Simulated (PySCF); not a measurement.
GeH₂, optimised at GFN2-xTB:

```xyz
3

Ge     0.0643     0.1415     0.2247
H      0.4857     0.1181    -1.3265
H     -0.7948    -1.1799    -0.0918
```

Energies from PySCF (xtb for GFN2), thermal terms from the rigid-rotor harmonic-oscillator model, ideal gas at 1 bar. 6-31G* has spherical d functions here. All species are closed-shell singlets. B3LYP is the form with VWN-RPA correlation. Ge: all electrons, no relativistic terms. GeH₂: computed as isolated molecules; such fragments, hydroxides, amides, oligomers or adducts are transient or little studied in the gas.

Task: List the harmonic frequencies (cm⁻¹, unscaled) at this level and at the other levels, each on its own geometry.

Result: 
- GFN2-xTB: 952, 1535, 1604
- B3LYP/6-31G*: 942, 1883, 1899
- HF/6-31G*: 1031, 2036, 2036
- PBE/def2-SVP: 902, 1847, 1862
- PBE0/def2-TZVP: 934, 1927, 1937
